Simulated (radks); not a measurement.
Spherical quantum dot in the effective-mass picture: electrons in a parabolic well V = omega^2 r^2 / 2 with omega = 0.075, with a point charge +2 (a donor) at the centre, all in effective atomic units (hartree* = m*/eps^2 hartree, bohr* = eps/m* bohr), one dielectric constant everywhere. Method: non-relativistic Kohn-Sham, LDA (Slater exchange, Perdew-Wang correlation), spin-polarised, spherical densities; computed with a radial shooting solver with Libxc functionals. Levels are named by radial order and angular momentum (1s, 1p, 1d, 2s, ...), and open shells are averaged over m. Results are scaled to m* = 0.254 and eps = 13.2, for which hartree* = 39.67 meV and bohr* = 2.75 nm.

N = 2, configuration 1s2. This is the lowest configuration that the search found (a dilute case). Occupied and some empty levels:

| level | occupation | eigenvalue (meV) | <r> (nm) |
|---|---|---|---|
| 1s | 2 | -22.338 | 2.624 |
| 2s | 0 | 4.4215 | 12.48 |
| 1p | 0 | 5.7325 | 12.41 |
| 1d | 0 | 9.8546 | 17.13 |

Energy (meV): total -112.151, kinetic 110.33, external -263.25, Hartree 79.494, exchange-correlation -38.726.
